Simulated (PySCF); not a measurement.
C₃H₄BrF.

```xyz
9

C      0.3914     2.9302     0.0000
C      0.7100     1.4653     0.0000
C     -0.2137     0.5046     0.0000
F     -1.5222     0.7543     0.0000
Br     0.1618    -1.3514     0.0000
H      0.8241     3.4251     0.8860
H     -0.6925     3.1081     0.0000
H      0.8241     3.4251    -0.8860
H      1.7553     1.1501     0.0000
```
Charge 0, spin multiplicity 1.

Geometry optimised at B3LYP-D3(BJ)/def2-SVP.

All values below come from PBE/pcSseg-1 run with PySCF. Non-relativistic, no solvent.

Computed absolute GIAO shielding of each atom: isotropic value and principal components (ppm):
```csv
atom,σ(iso),σ11,σ22,σ33,span
C1,165.2,146.5,169.5,179.7,33.2
C2,68.1,-23.8,97.6,130.3,154.1
C3,19.6,-55.6,29.0,85.4,140.9
F4,220.1,147.5,241.6,271.2,123.7
Br5,1855.4,1230.5,1431.2,2904.4,1673.8
H6,29.5,25.1,27.2,36.2,11.1
H7,29.0,24.8,29.5,32.8,8.0
H8,29.5,25.1,27.2,36.2,11.1
H9,26.3,22.3,25.2,31.4,9.1
```
